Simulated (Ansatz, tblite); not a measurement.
Removing and adding an electron: Cd₅NiSe₄Cl₄. The state is a triplet with charge 0. Geometry: r2SCAN-D4/def2-SVP. Ansatz, gas phase; energy differences of separate SCF runs; the oxidised species is a quartet (the doublet lies 0.47 eV higher at PBE0-D4/def2-TZVP); the reduced species is a doublet (the quartet lies 1.01 eV higher at PBE0-D4/def2-TZVP).

```xyz
14

Se    1.985    1.028   -2.189
Se   -2.439    1.610    0.087
Se    1.242   -0.396    1.798
Se   -0.867   -2.886   -1.294
Ni    2.058    1.043    0.189
Cd   -0.723    1.374    2.155
Cd   -0.355    1.957   -1.413
Cd    0.558   -1.074   -2.425
Cd   -2.154   -0.717   -0.854
Cd    0.726   -2.755    0.852
Cl    1.143    3.074    0.671
Cl   -1.308    2.249    4.248
Cl   -1.542    0.274   -3.370
Cl    1.677   -4.780    1.544
```

In the def2 sets Cd takes a core potential; there is no spin–orbit coupling. The xTB rows come from tblite. Correlated methods freeze 61 core orbitals; core or outer-core shells of Se, Ni, Cd are correlated, in sets that lack core-valence functions. Single mean-field runs in def2-TZVP are fitted with def2-universal-jkfit. HOMO above LUMO, or a gap near zero within one spin, warns that the state may not be the lowest or that an electron is smeared out. The order of the spin states hangs on the level: the singlet lies 0.39 eV below the triplet at PBE-D4/def2-TZVP, but 0.01 eV above it at r2SCAN-D4/def2-TZVP. The singlet is doubtful at PBE-D4/def2-TZVP (restricted singlet, unstable towards broken spin symmetry at other levels and untested here). The singlet is doubtful at r2SCAN-D4/def2-TZVP (restricted singlet, unstable towards broken spin symmetry at other levels and untested here). At PBE0-D4/def2-TZVP a doublet of charge 1 lies 1.25 eV below the quartet, each at its own geometry. That doublet is doubtful there (⟨S²⟩ 1.66, where a pure state has 0.75).

```
              level  −HOMO (eV)  vertical IE (eV)  −LUMO (eV)  vertical EA (eV)  HOMO–LUMO gap (eV)  IE − EA (eV)                                     remarks
revPBE-D4/def2-TZVP        6.22                 –        5.43              3.26                0.79             –                                           –
r2SCAN-D4/def2-TZVP        6.64              8.45        5.42              3.26                1.22          5.19  gap within one spin near zero (+1 quartet)
  PBE0-D4/def2-TZVP        7.53              8.78        4.41              3.39                3.12          5.39                                           –
 PBE-QIDH/def2-TZVP           –                 –           –              3.79                   –             –                                           –
```

(1) Estimate the rows for GFN1-xTB, GFN2-xTB, PBE-D4/def2-TZVP, r2SCANh-D4/def2-TZVP.

Results:

(1) 
```json
{"level": "GFN1-xTB", "−HOMO (eV)": "–", "vertical IE (eV)": "12.53", "−LUMO (eV)": "–", "vertical EA (eV)": "8.31", "HOMO–LUMO gap (eV)": "–", "IE − EA (eV)": "4.22", "remarks": "–"}
{"level": "GFN2-xTB", "−HOMO (eV)": "–", "vertical IE (eV)": "13.05", "−LUMO (eV)": "–", "vertical EA (eV)": "9.49", "HOMO–LUMO gap (eV)": "–", "IE − EA (eV)": "3.56", "remarks": "–"}
{"level": "PBE-D4/def2-TZVP", "−HOMO (eV)": "6.30", "vertical IE (eV)": "8.14", "−LUMO (eV)": "5.54", "vertical EA (eV)": "3.35", "HOMO–LUMO gap (eV)": "0.76", "IE − EA (eV)": "4.79", "remarks": "gap within one spin near zero (+1 quartet), gap within one spin near zero (-1 doublet)"}
{"level": "r2SCANh-D4/def2-TZVP", "−HOMO (eV)": "7.09", "vertical IE (eV)": "–", "−LUMO (eV)": "4.94", "vertical EA (eV)": "3.26", "HOMO–LUMO gap (eV)": "2.14", "IE − EA (eV)": "–", "remarks": "–"}
```

   HOMO and LUMO are the levels of the spin that leaves or enters (xTB has no such levels and no spin-polarisation term). Other spin states of the ions may lie lower, which would lower the ionisation energy or raise the affinity. Raw xTB energy differences between charge states are shifted by several eV; the methods need an empirical correction for them. Sets without diffuse functions give affinities that are too small.
